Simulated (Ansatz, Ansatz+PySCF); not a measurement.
| atom | x (Å) | y (Å) | z (Å) |
| --- | --- | --- | --- |
| O | 1.1301 | -0.0455 | 0.0065 |
| C | 0.3104 | 1.1123 | 0.0065 |
| C | -0.9610 | 0.6995 | -0.0474 |
| C | -0.9107 | -0.7174 | -0.0152 |
| C | 0.3998 | -1.0699 | -0.0038 |
| H | 0.8132 | 2.0251 | -0.0110 |
| H | -1.8303 | 1.3554 | -0.0429 |
| H | -1.8520 | -1.3729 | -0.0382 |
| H | 0.9015 | -2.0588 | -0.0157 |

Basis set: def2-SVP (spherical functions). Left uncorrelated: 5 orbitals. Charge 0, multiplicity 1.

Computed with Ansatz (development build ahead of 0.2.0); each method stands on the lowest determinant of its kind that the runs found. Restricted open shells among the atoms or ions are ROHF, correlated in semicanonical orbitals with singles. Restricted functionals stand beside restricted open-shell atoms, which can lie above the unrestricted atoms usual in DFT and then raise those values.

(1) Give the atomization energy at this shape (free ground-state atoms in the same class of orbitals less the molecule, no zero-point energy) of singlet C4H4O by ωB97X (restricted), ωB97X (unrestricted), r²SCAN (unrestricted), r²SCAN (restricted), PBE0 (restricted), PBE0 (unrestricted), PBE (restricted), PBE (unrestricted), RHF-CCSD(T), RHF-MP2, UHF-MP2, RHF, UHF.

Results:

(1)

| method | atomization energy |
| --- | --- |
| ωB97X (restricted) | 43.52 eV |
| ωB97X (unrestricted) | 43.16 eV |
| r²SCAN (unrestricted) | 43.47 eV |
| r²SCAN (restricted) | 43.87 eV |
| PBE0 (restricted) | 44.02 eV |
| PBE0 (unrestricted) | 43.78 eV |
| PBE (restricted) | 45.08 eV |
| PBE (unrestricted) | 44.90 eV |
| RHF-CCSD(T) | 40.88 eV |
| RHF-MP2 | 41.99 eV |
| UHF-MP2 | 41.96 eV |
| RHF | 31.63 eV |
| UHF | 31.05 eV |

Caution: the shape is not the minimum.
